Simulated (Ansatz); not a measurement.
`C[SiH](N)Cl` + H₂ → `C[SiH2]Cl` + NH₃ at 400 K and 1 bar (hydrogenolysis of the Si–N bond).

Program: Ansatz. Geometries: PBE0-D4/def2-TZVP. ΔE: electronic, gas phase. CBS: MP2 limit from def2 TZ/QZ plus the TZ coupled-cluster correction, frozen cores. This one scheme is used for every species. Each species was taken in one conformer, which may not be the lowest.

| species | CCSD(T)/CBS energy (Eh) | H − E (kJ/mol) | S (J/(mol·K)) |
| --- | --- | --- | --- |
| `C[SiH](N)Cl` | -845.32705 | 224.7 | 364.1 |
| H₂ | -1.17544 | 38.0 | 139.0 |
| `C[SiH2]Cl` | -789.97638 | 169.2 | 322.9 |
| NH₃ | -56.50880 | 104.2 | 203.1 |

H − E and S are ideal-gas, rigid-rotor, harmonic terms from PBE0-D4/def2-TZVP, for one conformer and one mirror image of each species. The MP2-based limit puts H₂ 0.8 mEh under its directly extrapolated value; such offsets cancel only in part. 1 Eh = 2625.50 kJ/mol, R = 8.31446 J/(mol·K).

Problem. By hand: ΔE, ΔH, ΔS and ΔG.

Solution. ΔE = (-789.97638) + (-56.50880) − (-845.32705) − (-1.17544) = 0.01731 Eh = 45.4 kJ/mol. Δ(H − E) = 169.2 + 104.2 − 224.7 − 38.0 = 10.7, so ΔH = 56.1 kJ/mol. ΔS = 322.9 + 203.1 − 364.1 − 139.0 = 22.9 J/(mol·K). ΔG = 56.1 − 400 × (22.9)/1000 = 46.9 kJ/mol.

Problem. By hand: the equilibrium constant, and the temperature at which ΔG would vanish if ΔH and ΔS stayed fixed.

Solution. log₁₀ K = −ΔG/(RT ln 10) = -6.1. ΔG = 0 at ΔH/ΔS = 2450 K.

ΔH outweighs TΔS. A doubt of 5 kJ/mol in ΔE shifts log₁₀ K by 0.7 here. Other conformers and mirror images would add mixing entropy, several J/(mol·K) or more a flexible species. These are equilibria of isolated gas molecules and say nothing of rates. Largest T1 diagnostic: 0.009 (customary marks: 0.02 for closed shells, 0.045 for open ones).
